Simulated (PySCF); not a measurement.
Species: 6-methylindole, C₉H₉N.
SMILES with atom numbers: `[CH3:1][c:2]1[cH:3][cH:4][c:5]2[cH:6][cH:7][nH:8][c:9]2[cH:10]1`

Structure used (GFN2-xTB), in Å, numbered top down from 1:
```xyz
19
C9H9N angstrom
C      2.9814   -0.3620    0.2837
C      1.5325   -0.0676    0.0294
C      1.1834    0.9778   -0.8391
C     -0.1259    1.3074   -1.0988
C     -1.1366    0.5764   -0.4753
C     -2.5590    0.6209   -0.5020
C     -3.0025   -0.3611    0.3274
N     -1.9378   -1.0243    0.8756
C     -0.7811   -0.4744    0.4031
C      0.5445   -0.8006    0.6584
H      3.3699    0.3058    1.0537
H      3.1180   -1.3859    0.6236
H      3.5703   -0.2090   -0.6182
H      1.9777    1.5342   -1.3165
H     -0.3706    2.1148   -1.7729
H     -3.1626    1.3006   -1.0697
H     -4.0078   -0.6456    0.5741
H     -2.0002   -1.7891    1.5253
H      0.7965   -1.6090    1.3306
```

NICS = −σ at a ghost point: NICS(0) at the centroid of the ring atoms, NICS(1) 1 Å to either side along the normal of their mean plane, zz for the tensor component along that normal. Level: GIAO PBE0/pcSseg-1 (PySCF, non-relativistic, gas phase) on the GFN2-xTB geometry, one conformer.

Ring bond lengths (Å), with Mayer bond orders in brackets: C2–C3 1.403 (1.35), C3–C4 1.375 (1.52), C4–C5 1.394 (1.31), C5–C9 1.415 (1.21), C9–C10 1.389 (1.36), C10–C2 1.382 (1.46); C5–C6 1.423 (1.27), C6–C7 1.360 (1.58), C7–N8 1.369 (1.14), N8–C9 1.365 (1.04), C9–C5 1.415 (1.21).

Problem. Give the NICS values of each ring in ppm.

Solution. 
| ring | type | NICS(0) | NICS(1), two faces | NICS(1)zz, two faces | rms pucker (Å) | centre to ring atoms, mean (Å) |
| --- | --- | --- | --- | --- | --- | --- |
| C2–C3–C4–C5–C9–C10 | 6-membered carbocycle; formal bonds all aromatic | -10.1 | -11.7 / -11.8 | -28.9 / -29.2 | 0.00 | 1.39 |
| C5–C6–C7–N8–C9 | 5-membered ring with N; formal bonds all aromatic | -13.1 | -11.4 / -11.4 | -29.3 / -29.3 | 0.00 | 1.18 |

Problem. What do they say, and how far can they be read as aromaticity?

Solution. 
- C2–C3–C4–C5–C9–C10: mean NICS(1)zz -29.0 ppm, shielded, aromatic by this magnetic criterion (flat ring, no four-coordinate atom), though in fused rings the probe also feels the neighbouring ring.
- C5–C6–C7–N8–C9: mean NICS(1)zz -29.3 ppm, shielded, aromatic by this magnetic criterion (flat ring, no four-coordinate atom), though in fused rings the probe also feels the neighbouring ring.

Problem. How equal are the bonds by HOMA? HOMA takes Krygowski's 1993 parameters.

Solution. 
- C2–C3–C4–C5–C9–C10: HOMA 0.95 = 1 − EN − GEO, with mean bond length 1.393 Å, EN = α(Ropt − mean)² = 0.007 and GEO = α × variance = 0.046. The geometric and the magnetic index point the same way.
- C5–C6–C7–N8–C9: HOMA 0.82; the largest term is that of C5–C6, α(R − Ropt)² = 0.32. The geometric and the magnetic index point the same way.

Problem. What field does 1 T along the ring normal induce along that normal at the second NICS(1) probe listed for ring C5–C6–C7–N8–C9, 1 Å off the ring?

Solution. NICSzz × B0 = -29.3 ppm × 1 T = -29 μT, against the applied field.

Time: 68 s of wall time. Hardware: x86-64 server, one thread, shared host. This is the whole shielding run at PBE0/pcSseg-1, SCF included.
